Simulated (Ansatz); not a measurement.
Stepwise reaction of `[F][InH2]` with hydrogen sulfide, as a gas-phase model of exchange steps in deposition or etching. ΔE in kJ/mol; ΔG adds harmonic PBE0-D4 terms to CCSD(T)/CBS, at 1 bar.

Gas-phase electronic energies from Ansatz, PBE0-D4/def2-TZVP geometries. CCSD(T)/CBS is the MP2 limit (def2-TZVPP, def2-QZVPP) plus CCSD(T) − MP2 in def2-TZVPP, frozen cores. This one scheme is used for every species. Functionals use def2-TZVPP. B3LYP here is the variant with VWN-RPA as its local correlation; programs differ in this. Elements past krypton have def2 core potentials. For In outer-core shells are correlated without core-valence functions, which leaves a few kJ/mol of doubt a bond. Each species was taken in one conformer, which may not be the lowest.

```
step                                         reaction  PBE-D4  B3LYP-D4  ωB97M-V  CCSD(T)/CBS  ΔG(400 K)
   1          `[F][InH2]` + H₂S → `[F][InH][SH]` + H₂   -75.3     -71.4    -69.5        -76.6      -69.0
   2  `[F][InH][SH]` + H₂S → `[F][In]([SH])[SH]` + H₂   -63.0     -60.6    -57.2        -65.1      -56.4
```

Question: By hand: ΔE of the 2 steps together at CCSD(T)/CBS.

Answer: (-76.6) + (-65.1) = -141.7 kJ/mol, or -70.8 kJ/mol a step.

In ΔE each step is higher than the one before. All are downhill at CCSD(T)/CBS. ΔG lies between -69.0 and -56.4 kJ/mol a step. PBE-D4 differs from CCSD(T)/CBS by 1.3 to 2.1 kJ/mol a step. Isolated molecules leave out the surface, adducts and barriers. Largest T1 diagnostic: 0.016.
